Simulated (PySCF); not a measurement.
Calculated NMR parameters of [SiH3]NNc1ccccc1

| Quantity | Value |
| --- | --- |
| Formula | C6H10N2Si |
| SMILES | [SiH3]NNc1ccccc1 |
| InChI | InChI=1S/C6H10N2Si/c9-8-7-6-4-2-1-3-5-6/h1-5,7-8H,9H3 |
| Point group of the computed structure | C1 |
| Degrees of unsaturation | 4 |
| Carbon signals | 4 |
| Proton signals | 6 |

Atoms are numbered as in `[SiH3:1][NH:2][NH:3][c:4]1[cH:5][cH:6][cH:7][cH:8][cH:9]1`; H(Xn) means a hydrogen on atom n.

Averaged over atoms made equivalent by symmetry, fast rotation or ring inversion, relativity neglected, no solvent model, single conformer. Geometry: PBE0-D3(BJ)/def2-SVP; shieldings: GIAO PBE0/pcSseg-1; PySCF 2.14.

References, each an isolated molecule treated in the same way: ¹H (σ = 31.27 ppm) and ¹³C (σ = 184.41 ppm) and ²⁹Si (σ = 351.99 ppm) vs TMS; ¹⁵N (σ = 265.67 ppm) vs NH3.

| carbon | δC, type | δH (multiplicity) | HMBC from (2–3 bonds) | span of the C tensor (ppm) |
| --- | --- | --- | --- | --- |
| C4 | 153.8, C | – | H(C6)/H(C8), H(C5)/H(C9) | 197 |
| C5/C9 | 113.8, CH | 6.74 (d) | H(C6)/H(C8), H(C7), H(C5)/H(C9) | 193 |
| C6/C8 | 135.1, CH | 7.30 (m) | H(C6)/H(C8), H(C7), H(C5)/H(C9) | 236 |
| C7 | 123.4, CH | 6.83 (t) | H(C6)/H(C8), H(C5)/H(C9) | 217 |

Other nuclei:
```
 atoms  nucleus                              environment  δ (ppm)  σ (ppm)
H(Si1)       ¹H        hydrogen on a silicon bonded to N     4.70    26.57
 H(N3)       ¹H  hydrogen on a nitrogen bonded to O or N     4.41    26.86
 H(N2)       ¹H  hydrogen on a nitrogen bonded to O or N     1.99    29.28
   Si1     ²⁹Si                 silicon bonded to N, 3 H    -55.4    407.4
    N3      ¹⁵N                nitrogen bonded to O or N    109.7    156.0
    N2      ¹⁵N                nitrogen bonded to O or N     50.2    215.5
```

Carbon types of the structure: 1 × C, 5 × CH, leaving 5 H on heteroatoms. δC 153.8: aromatic carbon bearing nitrogen; the electronegative substituent deshields the carbon that carries it. δC 135.1, 123.4, 113.8: aromatic CH. δH 7.30, 6.83, 6.74: hydrogen on an aromatic CH. δH 4.70: hydrogen on a silicon bonded to N. δH 4.41, 1.99: hydrogen on a nitrogen bonded to O or N; labile proton, position sensitive to the medium.

The OH or NH signal is concentration- and solvent-dependent in practice; the value given is the gas-phase one. Shifts are as computed. Against solution values, carbons near 30 ppm lie about +2 ppm off and those near 130 ppm about +5 ppm (rms about the fit 1.9 ppm; single classes can miss by 10 ppm). Of 1328 compounds with measured shifts, 309 miss one by over three times the rms of a fit or turn the order of signals round; such compounds aren't used in these exercises. Signals without a measured value on file couldn't be tested in this way; 1H shifts scatter by 0.2 ppm about their fit, and single ones miss by 0.5 ppm. Experimental scales use liquid or dissolved standards, which lie at an offset from isolated NH3 (liquid NH3: subtract about 20 ppm). Multiplicities follow the n + 1 count of equivalent neighbours, as no J values were calculated; m marks all less simple cases, F and P coupling included.
